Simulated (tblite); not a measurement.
C6H14P2.
SMILES with atom numbers: `[CH3:1][PH:2]/[CH:3]=[CH:4]\[PH:5][CH:6]([CH3:7])[CH3:8]` (hydrogens: H9, H10, H11 on C1; H12 on P2; H13 on C3; H14 on C4; H15 on P5; H16 on C6; H17, H18, H19 on C7; H20, H21, H22 on C8)

Computed with GFN2-xTB (tblite), gas phase: L-BFGS steps from a force-field or distance-geometry start until the largest atomic force falls under 0.01 eV/Å.

Step 208: E = -679.7254 eV
```
atom  x, y, z in Å  |  force x, y, z in eV/Å
C1      3.2625    0.7945   -0.3786   -0.036   0.001  -0.003
P2      1.6569    0.3371   -1.1688    0.004   0.035  -0.017
C3      1.3478   -1.2042   -0.2504   -0.005  -0.001  -0.024
C4      0.5648   -1.0551    0.8125    0.017   0.031   0.015
P5      0.0189    0.6590    1.0872   -0.046  -0.045  -0.014
C6     -1.7311    0.5968    0.4154    0.066   0.001   0.032
C7     -2.5138   -0.6293    0.8701   -0.015  -0.002  -0.012
C8     -1.7263    0.7176   -1.1024    0.013  -0.034   0.036
H9      3.7458    1.5492   -0.9959    0.020   0.005  -0.007
H10     3.9133   -0.0719   -0.2692   -0.012   0.015  -0.004
H11     3.0461    1.2225    0.5997    0.006  -0.018   0.015
H12     2.2381   -0.2859   -2.2876    0.026  -0.015  -0.017
H13     1.7643   -2.1448   -0.5864   -0.010  -0.035   0.016
H14     0.3166   -1.8491    1.5053   -0.020  -0.003  -0.003
H15    -0.3969    0.4598    2.4175    0.006  -0.003   0.020
H16    -2.1938    1.4967    0.8434   -0.026   0.023  -0.017
H17    -3.5626   -0.5125    0.5967    0.011  -0.031   0.016
H18    -2.1344   -1.5257    0.3828    0.010  -0.003   0.021
H19    -2.4535   -0.7657    1.9493   -0.001   0.016  -0.019
H20    -1.1687    1.5977   -1.4126   -0.014   0.029  -0.024
H21    -2.7462    0.7918   -1.4765   -0.002   0.009  -0.023
H22    -1.2582   -0.1592   -1.5521    0.007   0.025   0.014
```

Step 209: E = -679.7261 eV
```
atom  x, y, z in Å  |  force x, y, z in eV/Å
C1      3.2615    0.7944   -0.3752   -0.035   0.001   0.013
P2      1.6604    0.3363   -1.1721    0.007   0.035  -0.057
C3      1.3477   -1.2046   -0.2549   -0.003  -0.009  -0.016
C4      0.5622   -1.0539    0.8060    0.019   0.003   0.011
P5      0.0188    0.6596    1.0820   -0.028  -0.016  -0.021
C6     -1.7316    0.5979    0.4149    0.058  -0.009   0.017
C7     -2.5115   -0.6279    0.8751    0.004  -0.007  -0.016
C8     -1.7297    0.7164   -1.1027    0.028  -0.045   0.005
H9      3.7468    1.5528   -0.9859    0.016   0.009  -0.010
H10     3.9124   -0.0720   -0.2680   -0.004   0.012   0.003
H11     3.0380    1.2160    0.6041    0.018  -0.012   0.023
H12     2.2515   -0.2864   -2.2871    0.007  -0.010  -0.009
H13     1.7647   -2.1453   -0.5908   -0.019  -0.031   0.021
H14     0.3078   -1.8468    1.4978   -0.008  -0.008  -0.007
H15    -0.3923    0.4590    2.4128    0.002   0.000   0.033
H16    -2.1947    1.4987    0.8394   -0.027   0.027   0.000
H17    -3.5597   -0.5154    0.6027   -0.025  -0.020   0.017
H18    -2.1324   -1.5265    0.3923    0.024  -0.006   0.006
H19    -2.4467   -0.7594    1.9540   -0.014   0.015   0.003
H20    -1.1719    1.5958   -1.4150   -0.018   0.031  -0.021
H21    -2.7501    0.7909   -1.4758    0.000   0.008  -0.019
H22    -1.2619   -0.1603   -1.5541   -0.003   0.031   0.027
```

Step 210: E = -679.7267 eV
```
atom  x, y, z in Å  |  force x, y, z in eV/Å
C1      3.2597    0.7944   -0.3763   -0.027   0.017   0.024
P2      1.6595    0.3361   -1.1740    0.010   0.020  -0.061
C3      1.3463   -1.2048   -0.2557    0.011  -0.005  -0.020
C4      0.5610   -1.0529    0.8052    0.014  -0.021   0.008
P5      0.0174    0.6591    1.0839   -0.001   0.010  -0.010
C6     -1.7304    0.5990    0.4158    0.011  -0.009  -0.008
C7     -2.5099   -0.6274    0.8760    0.001  -0.009  -0.005
C8     -1.7282    0.7168   -1.1020    0.025  -0.027  -0.020
H9      3.7462    1.5547   -0.9846    0.003  -0.003   0.000
H10     3.9100   -0.0722   -0.2713    0.005   0.006   0.005
H11     3.0358    1.2127    0.6049    0.021  -0.012   0.009
H12     2.2536   -0.2878   -2.2876   -0.004  -0.004  -0.002
H13     1.7650   -2.1459   -0.5894   -0.030  -0.018   0.022
H14     0.3043   -1.8458    1.4963    0.000  -0.013  -0.005
H15    -0.3933    0.4546    2.4146    0.003   0.006   0.024
H16    -2.1960    1.5006    0.8372   -0.016   0.012   0.006
H17    -3.5582   -0.5200    0.6005   -0.013  -0.011   0.022
H18    -2.1273   -1.5266    0.3971    0.026  -0.004   0.003
H19    -2.4463   -0.7551    1.9557   -0.023   0.012  -0.005
H20    -1.1733    1.5982   -1.4155   -0.020   0.022  -0.010
H21    -2.7488    0.7894   -1.4762    0.011   0.001  -0.010
H22    -1.2575   -0.1576   -1.5551   -0.007   0.028   0.036
```

Step 211: E = -679.7273 eV
```
atom  x, y, z in Å  |  force x, y, z in eV/Å
C1      3.2594    0.7933   -0.3758   -0.005   0.012   0.013
P2      1.6609    0.3379   -1.1772    0.000  -0.002  -0.054
C3      1.3457   -1.2033   -0.2584    0.005   0.001  -0.009
C4      0.5606   -1.0514    0.8028    0.013  -0.028  -0.002
P5      0.0152    0.6595    1.0850    0.030   0.017   0.003
C6     -1.7308    0.6004    0.4165   -0.027  -0.006  -0.026
C7     -2.5102   -0.6255    0.8780   -0.002  -0.015   0.003
C8     -1.7271    0.7146   -1.1016    0.013   0.005  -0.032
H9      3.7463    1.5574   -0.9797   -0.001  -0.007   0.006
H10     3.9104   -0.0738   -0.2757    0.002   0.013   0.005
H11     3.0352    1.2052    0.6075    0.018  -0.005   0.017
H12     2.2567   -0.2879   -2.2891   -0.008   0.002   0.001
H13     1.7648   -2.1453   -0.5906   -0.035  -0.005   0.021
H14     0.3030   -1.8448    1.4932    0.005  -0.013  -0.007
H15    -0.3946    0.4507    2.4160    0.005   0.011   0.011
H16    -2.1982    1.5038    0.8339   -0.002  -0.007   0.006
H17    -3.5590   -0.5230    0.6013    0.000  -0.002   0.017
H18    -2.1239   -1.5253    0.4032    0.022  -0.005   0.001
H19    -2.4477   -0.7493    1.9582   -0.025   0.008   0.000
H20    -1.1788    1.5999   -1.4165   -0.010   0.021  -0.005
H21    -2.7478    0.7823   -1.4766    0.009  -0.008  -0.010
H22    -1.2506   -0.1560   -1.5550   -0.008   0.015   0.043
```

**Question.** Estimate the geometry and energy of step 212. (The exact step hangs on the optimiser's Hessian estimate; all steps are aligned on step 211, rigid shifts and turns removed.)

**Answer.** E = -679.7277 eV, largest force 0.054 eV/Å
```
atom  x, y, z in Å  |  force x, y, z in eV/Å
C1      3.2591    0.7937   -0.3752    0.004   0.009   0.010
P2      1.6631    0.3374   -1.1814   -0.008  -0.013  -0.032
C3      1.3461   -1.2032   -0.2608    0.004   0.007  -0.012
C4      0.5601   -1.0513    0.7996    0.006  -0.013   0.001
P5      0.0141    0.6597    1.0841    0.043   0.008   0.009
C6     -1.7319    0.6011    0.4174   -0.044   0.001  -0.031
C7     -2.5109   -0.6247    0.8798   -0.003  -0.015   0.007
C8     -1.7268    0.7143   -1.1011   -0.010   0.038  -0.029
H9      3.7468    1.5590   -0.9772   -0.003  -0.009   0.010
H10     3.9103   -0.0733   -0.2758    0.004   0.013   0.005
H11     3.0340    1.2032    0.6091    0.012  -0.005   0.006
H12     2.2612   -0.2916   -2.2900   -0.003   0.007  -0.002
H13     1.7645   -2.1463   -0.5912   -0.033  -0.001   0.016
H14     0.3019   -1.8448    1.4894    0.006  -0.015  -0.006
H15    -0.3928    0.4481    2.4159    0.006   0.014   0.004
H16    -2.2003    1.5054    0.8332    0.008  -0.022   0.002
H17    -3.5596   -0.5272    0.6001    0.012   0.003   0.011
H18    -2.1193   -1.5247    0.4098    0.014  -0.006   0.002
H19    -2.4522   -0.7440    1.9607   -0.021   0.005   0.000
H20    -1.1825    1.6024   -1.4157   -0.006   0.011  -0.001
H21    -2.7478    0.7798   -1.4765    0.012  -0.015  -0.010
H22    -1.2475   -0.1537   -1.5547   -0.001  -0.001   0.040
```

The energy changes by -0.0004 eV. The first-order estimate −F·Δx gives -0.0006 eV and the mean of the old and new forces, exact on a quadratic surface, -0.0004 eV. The step makes an angle of 76° with the force vector and moves no atom by more than 0.008 Å.

The cost below is that of the whole relaxation. Time: 3.3 s of wall time. Hardware: one thread of an Intel Xeon Platinum 8259CL at 2.50 GHz (shared host).
